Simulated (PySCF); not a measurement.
Gas-phase reaction: WF4NH + 2 HF ⇌ WF6 + NH3, at 2500 K and a standard pressure of 1 bar. Level: B3LYP/def2-TZVP†.

Energies from PySCF, thermal terms from the rigid-rotor harmonic-oscillator model, ideal gas at 1 bar. † marks an energy on the PBE0/def2-TZVP geometry and frequencies. All species are closed-shell singlets. B3LYP is the form with VWN-RPA correlation. W: scalar-relativistic def2 core potential, no spin-orbit coupling. WF4NH: computed as isolated molecules; such fragments, hydroxides, amides, oligomers or adducts are transient or little studied in the gas. The harmonic model lacks anharmonicity and excited electronic states, which grow with temperature; levels with a mode under 35 cm⁻¹ are left out. Soft modes under 120 cm⁻¹ make the harmonic entropy rough for WF4NH.

```tsv
species	E (Ha)	H(2500 K) − E (kJ/mol)	S°(2500 K) (J/mol/K)
WF4NH	-522.29128	404.5	645.0
HF	-100.49047	102.6	238.3
WF6	-666.74271	397.0	666.1
NH3	-56.58571	232.4	304.3
```
E: electronic energy; H − E holds the zero-point and thermal terms. 1 Ha = 2625.5 kJ/mol.

Problem. Work out ΔH°, ΔS°, ΔG° and log10 K from these numbers.

Solution. 1. ΔE = 1×(-666.74271) + 1×(-56.58571) − 1×(-522.29128) − 2×(-100.49047) = -0.05620 Ha = -147.6 kJ.
2. Δ(H − E) = 1×(397.0) + 1×(232.4) − 1×(404.5) − 2×(102.6) = 19.7 kJ, so ΔH° = -127.9 kJ.
3. ΔS° = 1×(666.1) + 1×(304.3) − 1×(645.0) − 2×(238.3) = -151.2 J/K; the number of gas molecules changes by -1.
4. ΔG° = ΔH° − TΔS° = -127.9 − 2500×(-151.2)/1000 = 250.1 kJ.
5. log10 K = −ΔG°/(RT ln 10) = -5.23, with RT ln 10 = 47.86 kJ/mol; at standard pressures the reactants are favoured.
6. A shift of 10 kJ in ΔE would move log10 K by 0.21 here.
7. Lowering the total pressure from 1 bar to 0.01 bar multiplies the mole-fraction quotient K_x = K (p/p°)^(−Δn) by 10^-2, which pushes the balance towards the reactants.
For scale, ΔH°(298 K) is -135 kJ at this level, -139 kJ at ωB97M-V/def2-TZVP†, and runs from -502 to -69 kJ over the 17 levels computed.
